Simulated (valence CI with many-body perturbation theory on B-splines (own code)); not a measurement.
Level structure of Ba XXXVI

Calculated by configuration interaction combined with many-body perturbation theory (CI+MBPT): three valence electrons over a frozen Dirac-Fock core [Ar], radial functions for each j: 7 s, 7 p, 8 d, 6 f, 4 g, 1 h, with the one-electron correlation potential Σ1 (screened to all orders), the two-electron term Σ2, the three-electron term Σ3, Breit, model QED; selected single and double excitations, second order for the rest, scaled by the run's own slope (own B-spline code, finite nucleus).

No measured spectrum was set against this ion. As an estimate, large intervals hold to a few tenths of a per cent, small ones and those within an open d or f shell to about a per cent. Only levels of the ground parity were solved; by the run's estimate the other parity begins above the list, which can be wrong where configurations are misplaced.

Levels 1 to 19 of 19, with energies above the lowest level, (3d3/2^3) J=3/2. "Leading %" is the weight of the configuration and term that name the level; weights of strongly mixed levels are sums over their largest components and can fall short, so below about 35 % the name and the second component can differ from the true leading terms, or belong to a minority configuration. In the jj column 3d3/2^4 stands for four electrons in 3d with j = 3/2. Lifetimes count E1, E2, E3, M1 and M2 decay at the calculated energies, and are blank where another channel may lead or the interval is too uncertain; long ones can be off by a factor of two.

```
No.  Configuration  Term     J  E (cm⁻¹)  Leading %             Leading jj  Lifetime
  1            3d3    4F   3/2         0         62         3d3/2^3 (91 %)          
  2            3d3    4F   5/2    111350         89   3d3/2^2 3d5/2 (96 %)   24.3 μs
  3            3d3    4P   3/2    155390         41   3d3/2^2 3d5/2 (93 %)   24.6 μs
  4            3d3    4F   7/2    159220         56   3d3/2^2 3d5/2 (84 %)    410 μs
  5            3d3    2G   9/2    171310         43   3d3/2^2 3d5/2 (94 %)   53.1 ms
  6            3d3    4P   1/2    180350         63   3d3/2^2 3d5/2 (99 %)   69.8 μs
  7            3d3    4P   5/2    273640         70   3d3/2^2 3d5/2 (64 %)   48.8 μs
  8            3d3    2G   7/2    280180         54   3d3/2 3d5/2^2 (90 %)   10.3 μs
  9            3d3    4F   9/2    297050         53   3d3/2 3d5/2^2 (87 %)          
 10            3d3    2D   3/2    326630         42   3d3/2 3d5/2^2 (98 %)   6.83 μs
 11            3d3    2P   1/2    341270         63   3d3/2 3d5/2^2 (99 %)   12.1 μs
 12            3d3    2H  11/2    354490        100  3d3/2 3d5/2^2 (100 %)   38.8 μs
 13            3d3    2D   5/2    373260         83   3d3/2 3d5/2^2 (67 %)   17.4 μs
 14            3d3    2F   5/2    392820         61   3d3/2 3d5/2^2 (89 %)   20.0 μs
 15            3d3    2F   7/2    410270         88   3d3/2 3d5/2^2 (94 %)   24.9 μs
 16            3d3    2G   9/2    457980         56         3d5/2^3 (93 %)   7.57 μs
 17            3d3    2P   3/2    471090         50         3d5/2^3 (53 %)   8.27 μs
 18            3d3    2D   3/2    568970         87   3d3/2 3d5/2^2 (53 %)   7.34 μs
 19            3d3    2D   5/2    604800         69         3d5/2^3 (85 %)   4.33 μs
```

The ionisation energy to 3d2 3F_2 of the next ion comes out as 2350.6 eV (NIST: 2349 ± 5 eV (theoretical)). All 19 levels together are meant to be complete up to 628990 cm⁻¹.
